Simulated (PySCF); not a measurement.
Ge(H)2(vinyl)(NH2) (C₂H₇GeN), SMILES C=[CH][GeH2][NH2]. Atoms are numbered in the order given.

```xyz
11

Ge    -0.2593     0.4821    -0.0262
N     -1.9247    -0.2567     0.3069
C      1.1319    -0.8038    -0.5153
C      2.2031    -1.0388     0.2521
H     -0.4856     1.4913    -1.1719
H      0.2034     1.1845     1.2676
H     -1.9112    -1.0196     0.9829
H     -2.4013    -0.5888    -0.5305
H      1.0198    -1.3669    -1.4515
H      2.3643    -0.5060     1.1970
H      2.9731    -1.7695    -0.0230
```

Coordinates come from a B3LYP-D3(BJ)/def2-SVP optimisation. This is a generated structure with no PubChem entry under its InChIKey; it may be hypothetical. Other conformers were not sampled.

All values below come from KT2/pcSseg-1 (PySCF).

GIAO shieldings, no solvent; atoms listed in one row are averaged. δ = σ(ref) − σ: ⁷³Ge against GeH4 (σ = 1669.3 ppm); ¹⁵N against NH3 (σ = 266.2 ppm); ¹³C against TMS (σ = 185.1 ppm); ¹H against TMS (σ = 31.47 ppm), references at their B3LYP-D3(BJ)/def2-TZVP geometries, non-relativistic.

Computed chemical shifts:
| nucleus | atoms | count | δ (ppm) |
|---|---|---|---|
| ⁷³Ge | Ge1 | 1 | 279.5 |
| ¹⁵N | N2 | 1 | 16.9 |
| ¹³C | C3 | 1 | 140.5 |
| ¹³C | C4 | 1 | 131.8 |
| ¹H | H9 | 1 | 6.57 |
| ¹H | H11 | 1 | 6.37 |
| ¹H | H10 | 1 | 6.09 |
| ¹H | H5 | 1 | 5.27 |
| ¹H | H6 | 1 | 4.97 |
| ¹H | H8 | 1 | 0.29 |
| ¹H | H7 | 1 | 0.00 |
